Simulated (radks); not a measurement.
The mean radii <r> (bohr) of the occupied orbitals of an atom or ion are listed with their occupations. All-electron calculation, scalar-relativistic Kohn-Sham, BLYP, spin-polarised, spherical densities, finite nucleus; Fermi nuclear charge, rms radius of each element as measured or else 0.836 A^(1/3) + 0.57 fm. Program: a radial shooting solver on a logarithmic mesh with Libxc functionals.

| orbital | occ. | <r> |
|---|---|---|
| 1s up | 1 | 0.02363 |
| 1s down | 1 | 0.02363 |
| 2s up | 1 | 0.1010 |
| 2s down | 1 | 0.1010 |
| 2p up | 3 | 0.08881 |
| 2p down | 3 | 0.08881 |
| 3s up | 1 | 0.2664 |
| 3s down | 1 | 0.2664 |
| 3p up | 3 | 0.2646 |
| 3p down | 3 | 0.2646 |
| 3d up | 5 | 0.2418 |
| 3d down | 5 | 0.2418 |
| 4s up | 1 | 0.6001 |
| 4s down | 1 | 0.6001 |
| 4p up | 3 | 0.6322 |
| 4p down | 3 | 0.6320 |
| 4d up | 5 | 0.6823 |
| 4d down | 5 | 0.6817 |
| 5s up | 1 | 1.307 |
| 5s down | 1 | 1.306 |
| 5p up | 3 | 1.435 |
| 5p down | 2 | 1.437 |

Name the element and its charge. Open shells, if any, are filled with parallel spins first.

Answer. Z = 60, neodymium, charge +7: Nd7+ in [Kr] 4d10 5s2 5p5. The 1s radius gives Z: for a bare nucleus <r> = (2 gamma + 1)/(2Z) with gamma = sqrt(1 - (Z/c)^2), 0.02332 bohr for Z = 60, and screening makes it slightly larger (0.02363 here). The occupations add up to 53, and the charge is Z minus that.
